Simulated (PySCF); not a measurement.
Calculation: B3LYP-D3(BJ)/def2-TZVP // BP86-D3(BJ)/def2-SVP in PySCF. Gas-phase values, no solvent. One relaxed conformer stands for a flexible species; it need not be the lowest. B3LYP has the VWN-RPA correlation part, as in Gaussian. 

Reference species: [Cd(Cl)(NH2)] (neutral, multiplicity 1).

```
Item                                    Result
-------------------------------------  -------
charge on the central atom (Mulliken)   0.75 e
coordination number                          2
HOMO–LUMO gap                          5.48 eV
```

Changed species: [Cd(Cl)2] (0 of 2 Cl replaced by NH2; the reference has 1 of 2 Cl replaced by NH2).

Question: What does the change do to the charge on the central atom (Mulliken), coordination number and HOMO–LUMO gap?

Answer: the charge on the central atom (Mulliken) rises by 0.05 e, to 0.80 e; the coordination number hardly moves; the HOMO–LUMO gap increases by 0.48 eV, to 5.96 eV.
